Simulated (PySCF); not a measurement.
Compound: (F)2Sn(OSiH2)2O.
Geometry (PBE0-D3(BJ)/def2-SVP, Å), atoms numbered from 1 in this order:
```xyz
12
F2H4O3Si2Sn angstrom
Sn    -1.718   -0.087   -0.625
F     -3.054    1.277   -0.622
F     -2.542   -1.604   -1.442
O     -1.147   -0.502    1.188
Si     0.423   -0.430    1.760
O      1.397    0.078    0.517
Si     1.415    0.513   -1.084
O     -0.160    0.482   -1.643
H      0.489    0.554    2.869
H      0.843   -1.787    2.191
H      1.946    1.893   -1.211
H      2.224   -0.471   -1.849
```

Computed with PBE0-D3(BJ)/def2-SVP geometry optimisation, gas phase, def2 core potentials past Kr in PySCF 2.14.0.

Problem. Which atoms are bound to Sn1, and at what distances?

Solution. 4 atoms: F2 1.909 Å, F3 1.910 Å, O4 1.946 Å, O8 1.946 Å. The nearest atom not counted as bound is Si7, at 3.22 Å (others tie with it).

Problem. List the angles at Sn1.

Solution. 
```json
{"angle": "F2–Sn1–O4", "degrees": "110.9", "distance of the outer atoms (Å)": "3.17"}
{"angle": "F3–Sn1–O4", "degrees": "110.8", "distance of the outer atoms (Å)": "3.17"}
{"angle": "F3–Sn1–O8", "degrees": "110.7", "distance of the outer atoms (Å)": "3.17"}
{"angle": "F2–Sn1–O8", "degrees": "110.6", "distance of the outer atoms (Å)": "3.17"}
{"angle": "O4–Sn1–O8", "degrees": "108.3", "distance of the outer atoms (Å)": "3.16"}
{"angle": "F2–Sn1–F3", "degrees": "105.4", "distance of the outer atoms (Å)": "3.04"}
```

Problem. What is the shape at Sn1?

Solution. Distorted tetrahedral: angles from 105.4° to 110.9°; τ4 = (360° − α − β)/141° = 0.98 with α and β the two widest (0 for a square, 1 for a tetrahedron).

Problem. What are the other bond lengths?

Solution. O4–Si5, Si7–O8 1.672 Å; Si5–O6, O6–Si7 1.659 Å; Si5–H9 and 3 like bonds 1.485 Å.

Problem. Give some angles away from the centre.

Solution. Sn1–O4–Si5 125.8°, O4–Si5–O6 107.9°, Si5–O6–Si7 144.1°.

Problem. What are the rotational constants (commonest isotopes, rigid rotor)?

Solution. A = 1517, B = 751.4, C = 617.7 MHz: an asymmetric top.

Point group: near C2v, missed by 0.10 Å at most; the miss may be what the optimiser left on a soft mode (Cs holds within 0.08 Å). Charge 0, singlet. PBE0-D3(BJ)/def2-SVP frequencies: not computed here.

Time: 4.5 min wall; peak memory 0.62 GiB. Hardware: Arm Neoverse V1, one thread (shared host). These figures are those of the optimisation.

One conformer stands for the species.
